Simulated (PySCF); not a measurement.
**Dipole response of Co⁺ (cobalt, charge +1)**

[Ar] 3d8, high-spin 3F determinant. Calculation: PySCF 2.14, in aug-cc-pwCVTZ-DK with one added diffuse shell each of s, p, d, f, g type (11s10p8d5f4g, 152 functions); scalar relativity by spin-free X2C-1e. Coupled (time-dependent) response in atomic units; α is the mean over directions.

```tsv
method	mean α (bohr³)	C₆ (like pair)	S(−4)
PBE0	9.361	33.05	87.31
```

S(−4) is the Cauchy moment in α(ω) = α(0) + S(−4) ω² + …

α(iu) at PBE0:

```tsv
u (hartree)	α(iu) (bohr³)
0	9.361
0.0500	9.151
0.100	8.608
0.200	7.194
0.300	5.959
0.500	4.336
0.750	3.194
1.00	2.502
1.50	1.696
2.00	1.244
3.00	0.7640
5.00	0.3799
```

A single London oscillator, α(iu) = α/(1 + u²/ω²), gives C₆ = (3/4) ω α². Matching the computed C₆ needs ω = 4 × 33.05 / (3 × 9.361²) = 0.503 hartree.

For an ion, C₆ is the dispersion term alone; charge-induced terms of lower order in 1/R come first.
